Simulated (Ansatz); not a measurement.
A nudged elastic band was laid between two geometries of C2H3BOS (8 atoms, charge 0, multiplicity 1).

All numbers below come from RKS PBE0-D4/6-31G (Ansatz 0.2.0).

```
movable images  : 5
climbing image  : yes
spring          : 5.0 eV/Å²
optimiser       : quadratic models (default)
start path      : through a guess of the saddle point
force threshold : 0.05 eV/Å
iteration limit : 47
end points      : relaxed
```

Image 0:

```xyz
8
Properties=species:S:1:pos:R:3
C -0.160 1.570 1.400
C 0.541 0.694 0.931
S 1.532 -0.573 0.242
B 0.304 -1.233 -1.009
O -0.936 -0.706 -1.143
H -0.750 2.345 1.829
H 0.666 -2.138 -1.680
H -1.196 0.042 -0.570
```

Image 6:

```xyz
8
Properties=species:S:1:pos:R:3
C -0.463 1.247 0.941
C 0.706 0.671 0.978
S 2.139 -0.070 0.989
B -0.139 -1.613 -1.582
O -1.050 -0.835 -1.352
H -0.723 2.057 1.615
H 0.728 -2.362 -1.805
H -1.198 0.904 0.216
```

(1) What changes between the two ends?

(2) What energy profile does the band end with?

(3) What is the geometry of the highest image?

(4) What are the harmonic wavenumbers there?

The band took 25 iterations and roughly 12 core-minutes.

Answers

(1) Bonds broken: S3–B4, O5–H8. Bonds formed: C1–H8. C2H3BOS becomes BHO + C2H2S.

(2) It converged. The highest image is number 3 of 0 to 6, 1.16 eV above the first end and 0.82 eV above the last; the last end lies 0.33 eV above the first. A vibrational analysis at the climbing image gives one clearly imaginary mode, 839i cm⁻¹: a first-order saddle point. The orbitals stay closed-shell, which can raise the energy where a bond breaks towards radicals; this wasn't checked here. Limits of this set-up: no polarisation functions.

```csv
image,path coordinate (Å),energy (eV),S3–B4 (Å),O5–H8 (Å),C1–H8 (Å)
0,0.00,0.00,1.87,0.98,2.70
1,0.48,0.05,1.89,0.98,2.31
2,0.96,0.32,1.95,1.02,1.83
3,1.44,1.16,2.24,1.41,1.27
4,1.97,0.71,2.79,1.77,1.12
5,2.50,0.38,3.31,2.12,1.09
6,3.03,0.33,3.76,2.35,1.09
```

(3) 
```xyz
8
Properties=species:S:1:pos:R:3
C -0.371 1.206 0.950
C 0.736 0.592 0.933
S 1.755 -0.592 0.334
B 0.093 -1.172 -1.059
O -0.975 -0.487 -0.956
H -0.910 2.002 1.427
H 0.577 -2.065 -1.657
H -0.904 0.517 0.028
```

(4) 839i, 243, 296, 389, 433, 492, 524, 627, 730, 809, 899, 979, 1035, 1548, 1661, 1952, 2819, 3403 cm⁻¹.

The run took 13 min on 1 CPU thread of a shared host.
